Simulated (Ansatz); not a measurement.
CH7AlAs2 (SMILES [CH3][Al]([AsH2])[AsH2]), singlet, geometry from GFN2-xTB (such geometries of metal compounds can be far from the true shape); CASSCF(2,4)/STO-3G run with Ansatz (a quantum-chemistry and plane-wave program).

Ansatz was given this input:
Ansatz 0.2 input:
```yaml
crystal:
  periodic: [false, false, false]
  atoms:
    - {symbol: Al, position_ang: [-0.45770980, 0.36159882, -0.28136115]}
    - {symbol: As, position_ang: [1.43187300, -0.30452726, -1.65628760]}
    - {symbol: H, position_ang: [2.13594127, -0.40669459, -0.30730505]}
    - {symbol: H, position_ang: [1.68111341, 1.19383116, -1.61887616]}
    - {symbol: As, position_ang: [-0.75750880, -0.22137374, 2.05796621]}
    - {symbol: H, position_ang: [-0.23289363, -1.57305496, 1.58656056]}
    - {symbol: H, position_ang: [-2.12628863, -0.62311827, 1.54144271]}
    - {symbol: C, position_ang: [-1.87232640, 1.48370485, -1.14074202]}
    - {symbol: H, position_ang: [-2.75266279, 0.89960600, -1.44185356]}
    - {symbol: H, position_ang: [-1.52311837, 1.99672275, -2.04688179]}
    - {symbol: H, position_ang: [-2.25192404, 2.26442760, -0.46633341]}
basis:
  gaussian:
    orbitals: STO-3G
hamiltonian:
  xc: hf
magnetization: {spin_polarized: false}
correlation: {active_space: {window: {electrons: 2, orbitals: 4}}}
```

Task: Write the output that Ansatz gives for this input, abridged.

Result: 
```
Functional definition: HF
622 factors; integrals over basis functions are off by at most 6.3e-5 eV
mean field evaluation 1: about -127868.0140 eV, gradient 1.7e1 eV
mean field evaluation 2: about -127868.0625 eV, gradient 1.7e1 eV
mean field evaluation 4: about -127869.4509 eV, gradient 1.2e0 eV
mean field evaluation 8: about -127869.4606 eV, gradient 1.3e-6 eV
mean field -127869.46057548 eV, -4699.1160031156 hartree, gradient 5.4e-7 eV, S^2 0.000000; 0 other end points of the search recorded, 0 dependent functions left out
reference -127869.46057548 eV, -4699.1160031156 hartree; 46, 46 occupied and 11, 11 virtual orbitals, 622 factors
state -127869.96713293 eV, -4699.1346187584 hartree
Total energy: -127869.96713293 eV, -4699.1346187584 hartree
```
